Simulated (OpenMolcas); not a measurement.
## Sr I: effect of the IPEA shift

| Quantity | Value |
| --- | --- |
| Program | OpenMolcas |
| Basis | ANO-RCC-VTZP [7s6p3d1f] |
| Scalar Hamiltonian | DKH2, point nucleus |
| Active space | 2 electrons in 8 orbitals (5s 5p 6s 6p) |
| State averaging | 2S+1 = 3 even, 3 roots; 2S+1 = 1 even, 6 roots; 2S+1 = 3 odd, 3 roots; 2S+1 = 1 odd, 3 roots |
| Spin-orbit coupling | RASSI with atomic mean-field integrals over the reference wave functions, term energies averaged over their components |

Methods on the same reference wave functions:
A. CASSCF
B. SS-CASPT2, IPEA 0 Eh, imaginary shift 0.1 Eh (closed shells correlated: 4s 4p)
C. SS-CASPT2, IPEA 0.25 Eh, imaginary shift 0.1 Eh (closed shells correlated: 4s 4p)

Energies in eV above 5s² ¹S₀, the measured ground level; measured values from NIST Handbook of Basic Atomic Spectroscopic Data.

```
     Level       A       B       C  Measured
   5s² ¹S₀  0.0000  0.0000  0.0000    0.0000
5s 5p ³P°₀  1.6477   1.721   1.732    1.7751
5s 5p ³P°₁  1.6651   1.738   1.750    1.7983
5s 5p ³P°₂  1.7006   1.774   1.785    1.8472
5s 5p ¹P°₁  3.4181   3.013   3.068    2.6903
```

Deviations, from unrounded energies. A percentage is the sum of absolute deviations over the sum of measured energies, with the sign that they share, or ± where signs differ.

```csv
Against measurement,Levels,A,B,C
mean absolute deviation (cm-1),4,2300,1000,1100
other configurations (%),4,±14.0,±6.3,±6.5
```

B, C lie about equally close to measurement and A furthest from it. The largest miss of B in the table is 5s 5p ¹P°₁, by +2600 cm-1. The ranking rests on the paired levels alone, and a cruder setting can come out closer through cancelling errors.

Between B and C the level of the table that moves most is 5s 5p ¹P°₁, by 440 cm-1 (lowest in B, highest in C). Moves below CASPT2's spread within the term are not significant.

The lowest spin-free term lies below A's lowest term by 0.194 hartree in B, 0.193 hartree in C.

Active for correlation alone: 6p 6s; no level in the range computed is led by a configuration that fills them, so any true level of that kind is missing. Without dynamic correlation excited terms often stand tens of per cent too high (terms of higher spin than the ground term too low), and those without a measured partner can miss by more than the paired ones (holds for A). Computed and measured levels are paired by configuration, term and J; levels that our copy of the source lacks, or whose pairing is in doubt (as where it misses far off the trend of its configuration), stay unpaired and out of the deviations. Only configurations of the active space appear. The table leaves out levels that lie high or whose names do not pair safely across all columns.

° marks odd parity.
